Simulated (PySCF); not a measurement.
Compound: C6H15P.
Structure used (PBE0-D3(BJ)/def2-SVP), in Å, numbered top down from 1:
```
atom  x, y, z in Å
C1    -1.643   -2.259    0.414
C2    -0.314   -1.532    0.553
P3    -0.162   -0.047   -0.557
C4     1.516    0.557   -0.028
C5     2.663   -0.256   -0.611
C6    -1.227    1.151    0.389
C7    -1.294    2.532   -0.248
H8    -2.490   -1.629    0.729
H9    -1.826   -2.557   -0.631
H10   -1.668   -3.170    1.032
H11   -0.136   -1.230    1.601
H12    0.511   -2.210    0.278
H13    1.592    1.603   -0.371
H14    1.569    0.582    1.075
H15    2.608   -0.292   -1.710
H16    2.654   -1.296   -0.248
H17    3.639    0.175   -0.336
H18   -2.237    0.709    0.425
H19   -0.874    1.214    1.434
H20   -0.310    3.026   -0.259
H21   -1.982    3.193    0.302
H22   -1.643    2.473   -1.290
```

Method used: PBE0-D3(BJ)/def2-SVP geometry optimisation, gas phase in PySCF.

Masses are those of the commonest isotopes; rigid-rotor values at the optimised geometry. The values belong to one conformer with, in the numbering `[CH3:1][CH2:2][P:3]([CH2:4][CH3:5])[CH2:6][CH3:7]`, C1–C2–P3–C4 178°, C2–P3–C4–C5 77°, C2–P3–C6–C7 178°.

(1) Give the principal moments of inertia and the rotational constants in cm⁻¹.

(2) What kind of rotor is it?

(3) What does the inertial defect say?

(4) Where do the R-branch lines fall?

(5) Estimate the classical rotational partition function at 50 K, 100 K and 500 K.

Answers

(1) Ia = 272.94, Ib = 273.66, Ic = 497.40 u·Å²; 505379 MHz·u·Å²/I gives 1852, 1847 and 1016 MHz, that is A = 0.06176, B = 0.06160, C = 0.03389 cm⁻¹.

(2) An oblate symmetric top, as the point group C3 requires two equal moments; the computed ones differ by 0.26 % because the geometry is symmetric only within the optimiser's tolerance. Ray's parameter κ = (2B − A − C)/(A − C) = 0.988; −1 is the prolate and +1 the oblate limit.

(3) Not planar: Δ = Ic − Ia − Ib = -49.19 u·Å². For a rigid frame Δ = −2 Σ m c², so Σ m c² = 24.60 u·Å² lies off the ab plane: 11.46 from hydrogen and 13.14 from heavier atoms. The atom farthest from that plane is 1.49 Å away.

(4) The dipole of 1.23 D lies along the symmetry axis, so ΔK = 0 and J+1 ← J falls at 2B(J+1) for every K: 3.70 GHz, 7.40 GHz, 11.10 GHz, 14.79 GHz, 18.49 GHz for J = 0 to 4.

(5) Point group C3, symmetry number σ = 3; q = (√π/σ)·√((kT/h)³/(ABC)), k/h = 20836.6 MHz/K: 10700 at 50 K, 30100 at 100 K, 337000 at 500 K.

No frequency check. Constants of a rigid frame at the computed geometry: no zero-point averaging, no centrifugal distortion.
